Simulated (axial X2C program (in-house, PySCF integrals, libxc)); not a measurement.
**Potential curves of RbB⁺, 2c**

Computed with an in-house relativistic program for diatomic molecules. Two-component (2c) means X2C with spin–orbit coupling and atomic mean-field two-electron Coulomb and Gaunt terms. Basis: Rb dyall-cv3z [12s13p8d4f1g], B dyall-v3z [7s6p2d1f] (cores contracted in-house); Gaussian nuclei, density fitting, unrestricted open shells. Masses: Rb 84.912 u, B 11.009 u.

State: Ω = 1/2 (⟨Sz⟩ = 0.50, ⟨Lz⟩ = 0.00 at HF). Energies in cm⁻¹ from the fragments at the same level (Rb+ + B). Fits are polynomials in 1 − R0/R over 0.85 to 1.23 times the lowest point R0.

| R (Å) | CCSD(T) | HF |
| --- | --- | --- |
| 3.0833 |  | -856 |
| 3.2250 | -2147 | -1502 |
| 3.3314 | -2357 | -1796 |
| 3.4377 | -2460 | -1971 |
| 3.5440 | -2490 | -2060 |
| 3.6680 | -2460 | -2083 |
| 3.7921 | -2382 | -2048 |
| 3.9516 | -2240 | -1947 |
| 4.1465 |  | -1779 |
| 4.4300 |  | -1511 |

Correlated methods: 11 electrons correlated (number of frozen shells: Rb 3 s, 2 p, 1 d; B 1 s), 241 virtual spin orbitals or spinors in MP2, 90 natural virtuals in coupled cluster.

One determinant describes the state; a PBE0 search over occupations chose it and may have missed a lower one. De is counted from the lowest determinant-based energies of the atoms at the same level, without counterpoise correction. CCSD and (T) use frozen natural virtuals with an MP2 correction for the truncation; (T) itself is uncorrected, so its De runs slightly low. PBE0 can misorder states that lie within some tenths of an eV, so this need not be the ground state of the molecule. The nearest other 2c determinant of the search, Ω = 3/2, lies 0.39 eV up at the distance of the search. Coupled cluster ran on the points near the minimum only. MP2 and coupled cluster on one determinant become unreliable at the stretched end.

**Question.** What are Re, ωe and De at the CCSD(T) level?

**Answer.** At CCSD(T), 2c: Re = 3.545 Å, ωe ≈ 125 cm⁻¹, De = 0.31 eV to Rb+ + B; Be follows as 0.138 cm⁻¹.

**Question.** What are Re, ωe and De at the HF level?

**Answer.** At HF, 2c: Re = 3.648 Å, ωe ≈ 119 cm⁻¹, De = 0.26 eV to Rb+ + B; Be follows as 0.13 cm⁻¹.
